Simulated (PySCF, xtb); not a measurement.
BClFHSe, SMILES FB(Cl)[SeH]. One conformer was computed; it need not be the lowest.

Harmonic wavenumbers (cm⁻¹) from xtb 6.7.1 with GFN2-xTB at its own minimum, in rising order: 170, 276, 315, 383, 438, 658, 800, 1181, 2061.

Problem. What does PBE0-D3(BJ)/def2-SVP (PySCF) give at its own minimum? (The exact figures need the calculation; the answer reports its results.)

Solution. 190, 310, 340, 482, 493, 719, 976, 1340, 2459. Paired by order, the mean absolute difference is 114 cm⁻¹ and the zero-point energies are 9.0 and 10.4 kcal/mol.
